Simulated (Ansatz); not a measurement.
Molecule: sum formula BN2H3Cl, charge -1, multiplicity 1. It need not be the lowest isomer of its formula. Whether it binds its extra electron was not tested at this geometry. 
Geometry from a B3LYP-D3(BJ)/def2-TZVP (Ansatz, a program for electronic structure) optimisation:
```
B
N 1 1.3480
H 2 1.0196 1 112.53
N 1 1.4743 2 133.89 3 2.02
H 4 1.0087 1 116.74 2 -156.33
H 4 1.0097 5 111.02 1 -134.53
Cl 1 1.9315 2 118.85 3 -179.89
```
Charge -1, spin multiplicity 1.

Total electronic energies in hartree. Cores are frozen in the correlated levels unless marked. Spin-orbit coupling is left out. Non-relativistic. CBS marks a two-point X^-3 extrapolation of the correlation energy; Hartree-Fock from the larger set. The bracket is a focal-point correction in the basis named.

| level | program | energy (Eh) |
|---|---|---|
| PBE-D3(BJ)/def2-TZVPD | Ansatz + dftd3 | -596.20662 |
| BLYP-D4/def2-TZVPD | Ansatz + dftd4 | -596.52629 |
| revPBE/def2-TZVPD | Ansatz | -596.43450 |
| PBE0-D4/def2-TZVP | Ansatz + dftd4 | -596.24261 |
| PBE0/def2-QZVPP | Ansatz | -596.26622 |
| r2SCAN0-D4/def2-TZVPD | Ansatz + dftd4 | -596.43206 |
| HSE06-D3(BJ)/def2-TZVPD | Ansatz + dftd3 | -596.23299 |
| wB97M-V/def2-TZVPD | Ansatz | -596.48872 |
| wB97X-V/def2-TZVPD | Ansatz | -596.44822 |
| MP2/6-31G | Ansatz | -595.14499 |
| MP2/aug-cc-pV(D+d)Z | Ansatz | -595.57909 |
| MP2/cc-pVTZ | Ansatz | -595.72646 |
| CCSD/6-31G* | Ansatz | -595.46548 |
| CCSD(T)/cc-pV(T+d)Z | Ansatz | -595.78765 |
| RI-MP2/CBS(aug-cc-pV(T+d)Z,aug-cc-pV(Q+d)Z)+[CCSD(T)-MP2]/aug-cc-pV(T+d)Z | Ansatz | -595.9115 |

Totals of different functionals don't rank their quality; only differences between species are comparable.
